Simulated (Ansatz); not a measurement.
ClH$_{3}$MgOSi (`[SiH3][O][Mg][Cl]`), relaxed with RKS PBE-D4/def2-SVP in Ansatz 0.2.0 from a rough embedded geometry. The force threshold is 0.03 eV/Å; the program also tests the step.

The species carries charge 0 and has multiplicity 1.

Start:

```xyz
7

Si    0.058    0.245   -1.097
O     1.262    0.366    0.092
Mg    0.344   -0.281    1.751
Cl   -0.734   -1.179    3.659
H    -1.098    1.159   -0.709
H     0.593    0.791   -2.410
H    -0.424   -1.102   -1.286
```

```tsv
step	energy (eV)	largest force (eV/Å)	largest move (Å)
1	-27919.2529	1.978	0.000
2	-27919.6456	1.214	0.165
3	-27919.7589	0.839	0.121
4	-27919.8169	0.570	0.103
5	-27919.8862	0.236	0.197
6	-27919.9266	0.245	0.199
7	-27919.9724	0.101	0.200
8	-27919.9961	0.043	0.200
9	-27919.9995	0.228	0.196
10	-27920.0071	0.007	0.046
```

End:

```xyz
7

Si   -0.088    0.292   -1.269
O     0.059   -0.068    0.340
Mg    0.160   -0.476    2.090
Cl    0.278   -0.977    4.232
H    -1.164    1.326   -1.499
H     1.205    0.839   -1.825
H    -0.450   -0.936   -2.070
```

Hardware: 2 threads of a server CPU on a shared host. Wall time 27 s, peak host memory 0.16 GiB.
